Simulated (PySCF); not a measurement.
Species: n-butylgermane, C4H12Ge.
Cartesian coordinates in Å at the PBE0-D3(BJ)/def2-SVP level; atoms count from 1:
```
atom  x, y, z in Å
C1    -2.4182   -0.2731    0.6808
C2    -0.9322   -0.5392    0.5050
C3    -0.2930    0.3176   -0.5806
C4     1.1875    0.0346   -0.8208
Ge5    2.3626    0.3877    0.7138
H6    -2.6057    0.7786    0.9513
H7    -2.8532   -0.9021    1.4721
H8    -2.9736   -0.4766   -0.2490
H9    -0.4135   -0.3682    1.4652
H10   -0.7686   -1.6055    0.2665
H11   -0.4298    1.3838   -0.3243
H12   -0.8481    0.1662   -1.5243
H13    1.5644    0.6518   -1.6524
H14    1.3380   -1.0157   -1.1232
H15    3.8321    0.4301    0.2493
H16    2.0014    1.7505    1.3419
H17    2.2361   -0.6966    1.8023
```

Theory: TDDFT PBE0/def2-SVPD, vertical, gas phase, core orbitals frozen in the response (PySCF 2.14.0, density-fitted response routines). The PBE0/def2-SVPD calculation is non-relativistic and has no spin–orbit coupling, an omission that weighs most on germanium.

Ground-to-excited transition dipoles (e·a0, same axes as the geometry; the sign carries no meaning), for the states with f of 0.002 or more among the lowest 7:

```tsv
state	E (eV)	μx	μy	μz
S1	7.540	0.110	-0.025	-0.049
S2	8.079	-0.586	-0.160	-0.690
S3	8.151	0.111	0.008	0.288
S4	8.268	-0.347	-0.328	0.149
S5	8.409	0.388	-0.193	-0.121
S6	8.463	0.257	-0.310	0.017
S7	8.577	-0.187	-0.200	0.282
```

(1) Work out the oscillator strengths.

(2) Which bond between heavy atoms lies closest to the direction of the S2 transition dipole?

(3) What angle do the transition dipoles of S2 and S3 make?

(4) What peak molar absorption coefficient would the strongest computed level give as a lone Gaussian band 0.4 eV wide at half height?

Answers

(1) f = (2/3) ΔE |μ|² with ΔE in hartree (27.2114 eV).

| state | \|μ\|² (au) | \|μ\| (D) | f |
| --- | --- | --- | --- |
| S1 | 0.015 | 0.31 | 0.003 |
| S2 | 0.845 | 2.34 | 0.167 |
| S3 | 0.095 | 0.78 | 0.019 |
| S4 | 0.251 | 1.27 | 0.051 |
| S5 | 0.203 | 1.14 | 0.042 |
| S6 | 0.162 | 1.02 | 0.034 |
| S7 | 0.154 | 1.00 | 0.032 |

(2) C4–Ge5, at 3° from it; next C1–C2 at 60°.

(3) |cos θ| = |μa·μb| / (|μa| |μb|) = 0.93, so θ ≈ 21° (taken between 0 and 90°, since the signs are arbitrary).

(4) ε(max) = 2.175×10⁸ f / FWHM, with the width in cm⁻¹. S2: 2.175×10⁸ × 0.1673 / 3226 ≈ 11000 L mol⁻¹ cm⁻¹.

The vertical ionisation energy (ΔSCF) is 10.14 eV, 1.56 eV above S7.

One conformer stands for the species.

Without π bonds the low states may be Rydberg-like; a valence basis with one diffuse set may place them up to an eV too high.
